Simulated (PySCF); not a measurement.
Compound: C₄H₃F₃N₂S.
Cartesian coordinates in Å at the GFN2-xTB level; atoms count from 1:
```
atom  x, y, z in Å
F1    -1.2843    1.6300    0.7494
C2    -1.7514    0.4212    0.4171
F3    -1.7775   -0.3029    1.5420
F4    -3.0295    0.5949    0.0454
C5    -0.9390   -0.2417   -0.6849
C6     0.4843   -0.3758   -0.2554
N7     1.3666    0.6219   -0.4755
C8     2.5148    0.2932    0.0111
S9     2.4838   -1.2741    0.7422
N10    0.9126   -1.4424    0.3682
H11   -1.3714   -1.2248   -0.8736
H12   -1.0005    0.3891   -1.5725
H13    3.3871    0.9119   -0.0311
```

The closed-shell SCF was solved with PySCF and density fitting under several settings on one GFN2-xTB geometry (grid level 2 and gas phase unless stated).

```
                                               settings  basis functions  SCF cycles     E (Eh)  HOMO (eV)  LUMO (eV)  dipole (D)
                                          PBE0/pcSseg-1              192          14  -960.6722      -8.33      -1.67        3.03
                                         PBE0/def2-SVPD              240          14  -960.2361      -8.32      -1.72        3.03
                       CAM-B3LYP/pcSseg-1, grid level 1              192          12  -961.2139      -9.57      -0.53        3.15
                            PBE0/6-311G**, grid level 1              206          11  -960.8944      -8.20      -1.53        2.96
               LC-wPBE/3-21G, energy threshold 1e-08 Eh              100          11  -955.8670     -11.04       0.73        2.99
OPBE/def2-SVP, IEF-PCM water, energy threshold 1e-08 Eh              159          11  -960.6357      -6.92      -2.24        3.20
```

Question: Estimate the rows for these settings: (1) B97-2/6-311G**, level shift 0.3 Eh; (2) B97-D/pcSseg-1; (3) wB97X/IGLO-II, fitting basis def2-universal-jkfit.

Answer: 
```tsv
settings	basis functions	SCF cycles	E (Eh)	HOMO (eV)	LUMO (eV)	dipole (D)
B97-2/6-311G**, level shift 0.3 Eh	206	13	-961.4577	-7.95	-1.58	2.94
B97-D/pcSseg-1	192	18	-961.0583	-7.04	-2.46	2.84
wB97X/IGLO-II, fitting basis def2-universal-jkfit	251	12	-961.4595	-10.49	0.53	3.17
```

Question: Over all rows, what range does the HOMO–LUMO gap span?

Answer: From 4.58 eV (B97-D/pcSseg-1) to 11.77 eV (LC-wPBE/3-21G, energy threshold 1e-08 Eh). The functional of the narrowest has no exact exchange, that of the widest range-separated exact exchange.

Question: And the dipole moment?

Answer: From 2.84 D (B97-D/pcSseg-1) to 3.20 D (OPBE/def2-SVP, IEF-PCM water, energy threshold 1e-08 Eh); the largest is 1.13 times the smallest, and the median is 3.03 D.

Question: Compare two rows with the functional PBE0: PBE0/pcSseg-1 and PBE0/def2-SVPD. Which energy is lower, and by how much?

Answer: PBE0/pcSseg-1 (192 functions) lies 0.4361 Eh or 274 kcal/mol below PBE0/def2-SVPD (240 functions). The smaller set gives the lower energy; the two sets aren't nested, so the variational bound doesn't order them by size.

B97-D ran without the empirical dispersion term, which would shift the total energy alone. Cycle counts include a coarse-grid stage where the run had one. All basis functions are spherical, in the Pople sets too. One conformer (not necessarily the lowest) at the GFN2-xTB geometry, without vibrations or thermal averaging.
